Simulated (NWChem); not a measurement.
CH₄Cl₂Sn; SMILES [Cl][SnH]([CH3])[Cl]

```xyz
8

Sn    -0.2885     0.3117     0.0000
C     -2.0266    -0.9190     0.0000
Cl     0.9995    -0.2556    -1.8835
Cl     0.9995    -0.2556     1.8835
H     -0.4474     2.0123     0.0000
H     -2.6220    -0.7122    -0.8998
H     -2.6220    -0.7122     0.8998
H     -1.7076    -1.9697     0.0000
```
Atoms are numbered in this order, from 1.

All runs: NWChem. All runs use the structure optimised with PBE0/def2-SVP (def2 core potentials past Kr).

For level PBE0/STO-3G, non-relativistic:

| Property | Value |
|---|---|
| highest occupied level (eV) | -6.47 |
| orbital gap (eV) | 9.13 |
| dipole (D) | 3.92 |

Q: How do the values read with level PBE0/3-21G, non-relativistic instead?

A: 
| Property | Value |
|---|---|
| highest occupied level (eV) | -8.77 |
| orbital gap (eV) | 7.63 |
| dipole (D) | 4.47 |
